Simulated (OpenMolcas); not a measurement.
**P³⁺: effect of the active space**

```yaml
Program: OpenMolcas
Method: CASSCF or its RAS form
Basis: ANO-RCC-VQZP
Scalar_Hamiltonian: DKH2, point nucleus
Spin-orbit_coupling: RASSI with atomic mean-field integrals over the reference wave functions, term energies averaged over their components
```

A. 2 electrons in 4 orbitals (3s 3p); 2S+1 = 3 even, 3 roots; 2S+1 = 1 even, 7 roots; 2S+1 = 3 odd, 3 roots; 2S+1 = 1 odd, 3 roots; cost about 9 core-seconds
B. 2 electrons in 8 orbitals (3s 3p 4s 4p); 2S+1 = 3 even, 3 roots; 2S+1 = 1 even, 7 roots; 2S+1 = 3 odd, 3 roots; 2S+1 = 1 odd, 3 roots; cost roughly 14 core-seconds
C. 2 electrons in 9 orbitals (RAS2 3s 3p; RAS3 3d, at most 2 electrons); 2S+1 = 3 even, 3 roots; 2S+1 = 1 even, 7 roots; 2S+1 = 3 odd, 3 roots; 2S+1 = 1 odd, 3 roots; cost roughly 13 core-seconds

Energies in cm⁻¹ above 3s² ¹S₀, the measured ground level; measured values from Martin, Zalubas and Musgrove, J. Phys. Chem. Ref. Data 14, 751 (1985).

```json
{"Level": "3s² ¹S₀", "A": "0.0", "B": "0.0", "C": "0.0", "Measured": "0.0"}
{"Level": "3s 3p ³P°₀", "A": "67078", "B": "67685", "C": "66019", "Measured": "67918"}
{"Level": "3s 3p ³P°₁", "A": "67276", "B": "67883", "C": "66216", "Measured": "68146"}
{"Level": "3s 3p ³P°₂", "A": "67677", "B": "68283", "C": "66614", "Measured": "68615"}
{"Level": "3s 3p ¹P°₁", "A": "117108", "B": "117194", "C": "106569", "Measured": ""}
{"Level": "3p² ³P₀", "A": "165377", "B": "165895", "C": "163686", "Measured": "164941"}
{"Level": "3p² ³P₁", "A": "165578", "B": "166096", "C": "163887", "Measured": "165185"}
{"Level": "3p² ³P₂", "A": "165962", "B": "166480", "C": "164280", "Measured": "165654"}
{"Level": "3p² ¹D₂", "A": "179103", "B": "179406", "C": "156475", "Measured": "158142"}
```

Deviations, from unrounded energies. A percentage is the sum of absolute deviations over the sum of measured energies, with the sign that they share, or ± where signs differ.

| Against measurement | Levels | A | B | C |
| --- | --- | --- | --- | --- |
| mean absolute deviation (cm-1) | 7 | 3500 | 3500 | 1600 |
| other configurations (%) | 7 | ±2.9 | ±2.9 | -1.3 |

C lies closest to measurement on these levels and B furthest from it. The largest miss of C in the table is 3s 3p ³P°₂, by -2000 cm-1. The ranking rests on the paired levels alone, and a cruder setting can come out closer through cancelling errors.

Among A to C the level of the table that moves most is 3p² ¹D₂, by 23000 cm-1 (lowest in C, highest in B).

The ¹D term of p² mixes with s d, which this space lacks (holds for A; B). Active for correlation alone: 4p 4s; no level in the range computed is led by a configuration that fills them, so any true level of that kind is missing (holds for B). Active for correlation alone: 3d; no level in the range computed is led by a configuration that fills it, so any true level of that kind is missing (holds for C). Some terms mix strongly with configurations of 3d, whose occupation reaches 0.27 (3p² ¹D) (holds for C). Computed and measured levels are paired by configuration, term and J; levels that our copy of the source lacks, or whose pairing is in doubt (as where it misses far off the trend of its configuration), stay unpaired and out of the deviations. Only configurations of the active space appear. The table leaves out levels that lie high or whose names do not pair safely across all columns.

° marks odd parity.
